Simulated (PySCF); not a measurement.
The dipole of `C([BH2-][n+]1ccccc1)(F)F` from its density and from atomic charges.

Coordinates (PBE0-D3(BJ)/def2-SVP, Å) and charges (e) from the PBE0/pcSseg-1 density (PySCF):

```csv
atom,x,y,z,Mulliken,IAO,Hirshfeld,ESP-fitted
F1,-2.132,0.016,1.563,-0.3444,-0.3316,-0.1370,-0.2938
C2,-2.430,0.198,0.232,+0.4040,+0.3250,+0.0639,+0.4884
F3,-2.175,1.526,-0.023,-0.3441,-0.3313,-0.1366,-0.2939
B4,-1.537,-0.766,-0.704,-0.0023,-0.2457,-0.0638,-0.2439
N5,-0.040,-0.370,-0.352,-0.5847,-0.0234,+0.0130,+0.1141
C6,0.544,0.656,-0.987,+0.2780,+0.0155,+0.0622,+0.0698
C7,1.797,1.122,-0.619,-0.1817,-0.1566,-0.0329,-0.2664
C8,2.459,0.510,0.443,+0.0129,-0.1008,-0.0090,+0.0270
C9,1.838,-0.549,1.100,-0.1822,-0.1567,-0.0329,-0.2721
C10,0.585,-0.962,0.675,+0.2783,+0.0155,+0.0623,+0.0843
H11,-3.520,0.051,0.122,+0.0909,+0.1319,+0.0368,+0.0180
H12,-1.718,-0.533,-1.889,-0.0527,-0.0173,-0.0924,-0.1037
H13,-1.695,-1.939,-0.402,-0.0546,-0.0176,-0.0924,-0.1047
H14,-0.032,1.091,-1.804,+0.1552,+0.1885,+0.0756,+0.1428
H15,2.242,1.956,-1.163,+0.1249,+0.1731,+0.0691,+0.1794
H16,3.448,0.854,0.754,+0.1227,+0.1701,+0.0695,+0.1375
H17,2.316,-1.058,1.938,+0.1248,+0.1731,+0.0691,+0.1797
H18,0.040,-1.780,1.147,+0.1550,+0.1883,+0.0757,+0.1375
```

**Question.** Compute μ = Σ q r for each scheme (1 e·Å = 4.803 D) and compare with the dipole of the full density.

**Answer.** The full density gives (5.79, 0.36, 0.24) D, 5.81 D in size; dipole vectors point from the negative to the positive end.

```csv
scheme,μx,μy,μz,size (D),share of the full size (%),angle to the full dipole (°)
Mulliken,5.13,-0.80,-0.86,5.27,91,17
IAO,5.71,-0.84,-0.89,5.84,101,16
Hirshfeld,5.77,0.49,0.37,5.80,100,2
ESP-fitted,5.81,0.32,0.20,5.82,100,1
```

**Question.** Which set comes closest?

**Answer.** Length of the difference vector: ESP-fitted 0.07 D, Hirshfeld 0.19 D, IAO 1.65 D, Mulliken 1.73 D. Closest: ESP-fitted. The schemes that divide the density aren't constrained to reproduce the dipole.

**Question.** What is left for the Hirshfeld atoms' own dipoles?

**Answer.** The shares of the density sum to the whole, so what Σ q r misses lies in dipoles about the nuclei. The atomic dipoles sum to (5.79, 0.36, 0.24) − (5.77, 0.49, 0.37) = (0.02, -0.13, -0.13) D, 0.19 D in size.

**Question.** With the origin at the mean of the coordinates, (-0.001, 0.001, 0.002) Å, which are the largest single terms, by size, of the ESP-fitted dipole along the direction of the full one?

**Answer.** C2 -5.63, F3 +2.93, F1 +2.91, C9 -2.41, C7 -2.35 D; all 18 atoms together +5.82 D. The single terms depend on the origin, their sum doesn't.

**Question.** Give the size of the full dipole in other units.

**Answer.** 5.81 D = 2.284 au = 1.209 e·Å = 19.37 × 10⁻³⁰ C·m.

Geometry: PBE0-D3(BJ)/def2-SVP, one conformer, isolated molecule.

Shape of the structure used: `[F:1][CH:2]([F:3])[BH2-:4][n+:5]1[cH:6][cH:7][cH:8][cH:9][cH:10]1`: F1–C2–B4–N5 -58°, C2–B4–N5–C6 -86°.
